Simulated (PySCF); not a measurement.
SiBr2F2, SMILES F[Si](F)(Br)Br. Atoms are numbered in the order given.

```xyz
5

F      0.0000    -1.2872     1.6148
Si     0.0000     0.0000     0.6633
F      0.0000     1.2872     1.6148
Br    -1.8089     0.0000    -0.5479
Br     1.8089     0.0000    -0.5479
```
Charge 0, spin multiplicity 1.

Geometry: PBE0-D3(BJ)/def2-SVP.

Calculation: TDA-PBE/def2-SVPD run with PySCF.

Vertical excitations. Gas-phase values at a fixed geometry. State labels are in the subgroup C2v.

Computed lowest excited states:
| state | symmetry | energy (eV) | λ (nm) | f | main pairs |
|---|---|---|---|---|---|
| S1 | B1 | 6.03 | 206 | 0.033 | HOMO→LUMO 98 % |
| S2 | A2 | 6.16 | 201 | 0.000 | HOMO−1→LUMO 99 % |
| S3 | B2 | 6.52 | 190 | 0.017 | HOMO−2→LUMO 99 % |
| S4 | A1 | 6.75 | 184 | 0.013 | HOMO−3→LUMO 99 % |
| S5 | A2 | 7.37 | 168 | 0.000 | HOMO→LUMO+1 99 % |
| S6 | B1 | 7.52 | 165 | 0.001 | HOMO→LUMO+2 79 %, HOMO−1→LUMO+1 19 % |
| S7 | A2 | 7.67 | 162 | 0.000 | HOMO−1→LUMO+2 100 % |
| S8 | B1 | 7.70 | 161 | 0.000 | HOMO−1→LUMO+1 54 %, HOMO−4→LUMO 35 %, HOMO→LUMO+2 9 % |
| S9 | A1 | 7.89 | 157 | 0.021 | HOMO→LUMO+3 92 % |
| S10 | B2 | 8.02 | 155 | 0.026 | HOMO−2→LUMO+2 97 % |
| T1 | B1 | 5.59 | 222 | 0 | HOMO→LUMO 99 % |
| T2 | A2 | 5.80 | 214 | 0 | HOMO−1→LUMO 100 % |
| T3 | B2 | 6.12 | 203 | 0 | HOMO−2→LUMO 99 % |
| T4 | A1 | 6.36 | 195 | 0 | HOMO−3→LUMO 99 % |
Triplets are in the Tamm–Dancoff approximation.
